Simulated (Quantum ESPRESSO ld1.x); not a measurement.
Values are calculated unless marked as measured or tabulated.
Task: The aim is neutral molybdenum in [Kr] 4d5 5s1. This ld1.x (Quantum ESPRESSO 7.5) run was made with `OMP_NUM_THREADS=1 ld1.x < ld1.in > ld1.out`. Can the result be used? Name any fault.

```
 &input
    zed=42.0,
    iswitch=1,
    rel=0,
    lsd=1,
    dft='PZ',
    config='[Kr] 4d5 5s1',
    beta=0.001,
    prefix='ld1',
    max_out_wfc=37,
    file_charge='ld1.rho',
 /
```

Output (excerpt):

```
     Program LD1 v.7.5 starts

     Message from routine scf:
     warning: convergence not achieved
     --------------------------- All-electron run ----------------------------

     atomic number is 42.00
     dft =PZ   lsd =1 sic =0 latt =0  beta=0.00 tr2=1.0E-14
     Exchange-correlation= PZ
                           (   1   1   0   0   0   0   0)
     mesh =1919 r(mesh) = 100.11609 a.u. xmin = -7.00 dx = 0.00800
     1 Ry =  13.60569312 eV

     n l     nl                  e(Ry)          e(Ha)          e(eV)
     1 0     1S 1( 1.00)     -1418.4201      -709.2101    -19298.5888
     2 0     2S 1( 1.00)      -196.9765       -98.4883     -2680.0020
     2 1     2P 1( 3.00)      -181.5487       -90.7743     -2470.0955
     3 0     3S 1( 1.00)       -33.3235       -16.6618      -453.3898
     3 1     3P 1( 3.00)       -27.3913       -13.6957      -372.6777
     4 0     4S 1( 1.00)        -4.5076        -2.2538       -61.3284
     4 1     4P 1( 3.00)        -2.8240        -1.4120       -38.4218
     3 2     3D 1( 5.00)       -16.4819        -8.2409      -224.2477
     4 2     4D 1( 5.00)        -0.3603        -0.1802        -4.9023
     5 0     5S 1( 1.00)        -0.3327        -0.1663        -4.5266
     1 0     1S 2( 1.00)     -1418.4188      -709.2094    -19298.5711
     2 0     2S 2( 1.00)      -196.9398       -98.4699     -2679.5025
     2 1     2P 2( 3.00)      -181.5205       -90.7603     -2469.7127
     3 0     3S 2( 1.00)       -33.2974       -16.6487      -453.0336
     3 1     3P 2( 3.00)       -27.3628       -13.6814      -372.2896
     4 0     4S 2( 1.00)        -4.3218        -2.1609       -58.8012
     4 1     4P 2( 3.00)        -2.6261        -1.3130       -35.7295
     3 2     3D 2( 5.00)       -16.4440        -8.2220      -223.7322
     4 2     4D 2( 0.00)        -0.1466        -0.0733        -1.9946
     5 0     5S 2( 0.00)        -0.1778        -0.0889        -2.4187

     final scf error:  1.4E-05 reached in 201 iterations

     Etot =   -7946.070320 Ry,   -3973.035160 Ha, -108111.794313 eV
     Total magnetization:    6.00 Bohr mag.

     Ekin =    7941.033044 Ry,    3970.516522 Ha,  108043.258683 eV
     Encl =  -18932.101046 Ry,   -9466.050523 Ha, -257584.357002 eV
     Eh   =    3279.700124 Ry,    1639.850062 Ha,   44622.593418 eV
     Exc  =    -234.702443 Ry,    -117.351221 Ha,   -3193.289411 eV
```

Result: No (not converged). The line at issue: beta=0.001. So little new potential is mixed in that the limit of 200 iterations comes first; the energy is off by +0.1026 hartree. The sound input gives -3973.1377 hartree.
